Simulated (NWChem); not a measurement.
**Polarisability of FGa**

```
Ga
F 1 1.7982
```
Charge 0, spin multiplicity 1.

The numbers come from NWChem runs, not from measurements. Structure: optimised with PBE/def2-SVP, a minimum by its harmonic frequencies.

Basis set: def2-SVPD. The field's frequency is 0.0773 Ha (589 nm).

The Hamiltonian is non-relativistic. B3LYP has NWChem's definition, with VWN1-RPA local correlation. The structure started from a generated list of species.

### Question
One of these methods gave an isotropic polarisability of 36.13 bohr³. Which?
A. PBE0
B. HF
C. PBE
D. B3LYP

### Answer
C, PBE. The others give 35.87 (PBE0), 38.02 (HF), 35.11 (B3LYP).
